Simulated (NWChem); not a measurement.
Correlation energy of 1,1-difluoroethane (C₂H₄F₂)

```xyz
8

C     -0.2826     1.3477     0.0000
C     -0.3226    -0.1618     0.0000
F      0.3218    -0.6507    -1.1072
F      0.3218    -0.6507     1.1072
H      0.7727     1.6836     0.0000
H     -0.7881     1.7459    -0.9006
H     -0.7881     1.7459     0.9006
H     -1.3583    -0.5777     0.0000
```
Charge 0, spin multiplicity 1.

All runs are NWChem calculations. Structure: optimised with PBE/def2-SVP, a minimum by its harmonic frequencies.

Basis set: def2-SVP. Each correlation energy counts from its own Hartree-Fock reference.

The correlated methods keep 4 core orbitals frozen. Coupled-cluster values serve here as a point of comparison, not as the truth.

Q: Order these methods by the correlation energy they give, lowest first: MP2, SCS-MP2, CR-CCSD[T], CR-CCSD(T), CCSD, CCSD+T(CCSD).

A: CCSD+T(CCSD) (-697.1 mHa), CR-CCSD[T] (-693.5 mHa), CR-CCSD(T) (-692.5 mHa), CCSD (-681.4 mHa), MP2 (-650.0 mHa), SCS-MP2 (-637.0 mHa)
